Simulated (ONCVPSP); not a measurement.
# Before and after: ONCV potential for Ta (Z = 73)

```
Element                 : Ta (Z = 73)
Generator               : ONCVPSP 4.0.1
Type                    : optimised norm-conserving Vanderbilt (ONCV)
Functional              : PBE
Relativity              : scalar-relativistic
Frozen core             : [Xe]
Valence charge          : 19
Reference configuration : 4f13 5d4 6s2
Partial waves           : 6s: rc 2.95 bohr, ncon 4, nbas 8, qcut 2 1/bohr, 1 projector; p scattering state at 0.08 Ha: rc 2.40 bohr, ncon 4, nbas 8, qcut 3.4 1/bohr, 1 projector; 5d: rc 2.60 bohr, ncon 5, nbas 10, qcut 5 1/bohr, 2 projectors, debl 3.6 Ha; 4f: rc 1.05 bohr, ncon 5, nbas 9, qcut 13.7 1/bohr, local
Local potential         : the f channel
Core correction         : none
```

Change: f: qcut 17.5.

Cutoffs: the cutoffs (Ha) at which the residual kinetic energy of the hardest occupied pseudo-wave falls to 1 and 0.1 mHa per electron; they do not see the model core or the augmentation charge, which bear on the density cutoff. Errors are all-electron minus pseudo energies relative to the spin-unpolarised reference configuration.

Q: What does the change do?

A: The potential gets softer (289 Ha and 323 Ha → 136 Ha and 148 Ha); the bound ghosts move from p, s to d, p, s; the errors of the 4 common tests hardly move; the range in which the d phases agree narrows (upper end at the end of the scan → 1.2).

| quantity | base | changed |
| --- | --- | --- |
| cutoff, loose | 289 Ha | 136 Ha |
| cutoff, tight | 323 Ha | 148 Ha |
| loose cutoff by channel | s 6.7 Ha, d 11 Ha, f 289 Ha | s 6.7 Ha, d 11 Ha, f 136 Ha |
| bound ghosts | s, p | s, p, d |
| GHOST(+) flags under 300 eV | d at 128.1 eV | none |
| error for 4f14 5d3 6s2, meV [ΔE -24.82 eV] | -966 | -1020 |
| error for 4f14 5d3 6s1, meV [ΔE -16.35 eV] | -1086 | -1146 |
| error for 4f14 5d3 6s0, meV [ΔE -1.38 eV] | -1116 | -1178 |
| error for 4f14 5d3.5 6s1.5, meV [ΔE -23.83 eV] | -1124 | -1176 |
| s: phases at 2.99 bohr within 0.05 rad from the reference energy up to (Ha; the scan ends near 5) | n/a | n/a |
| p: phases at 2.44 bohr within 0.05 rad from the reference energy up to (Ha; the scan ends near 5) | 1.3 | 0.3 |
| d: phases at 2.64 bohr within 0.05 rad from the reference energy up to (Ha; the scan ends near 5) | to the end of the scan | 1.2 |
| f: phases at 1.06 bohr within 0.05 rad from the reference energy up to (Ha; the scan ends near 5) | 0.1 | 0.6 |

Base: These tests converged, but a pseudo level misses the all-electron one widely, so the file describes the atom poorly there or has found another state: 4f14 5d3.5 6s1.5: 4f by 2.1 eV. Changed file: These tests converged, but a pseudo level misses the all-electron one widely, so the file describes the atom poorly there or has found another state: 4f14 5d3 6s2: 4f by 2.1 eV; 4f14 5d3 6s1: 4f by 2.3 eV; 4f14 5d3.5 6s1.5: 4f by 2.2 eV. A true bound ghost makes a file unfit for plane-wave use even where its test errors are small: the radial tests pick states by their node count and pass the ghost by.
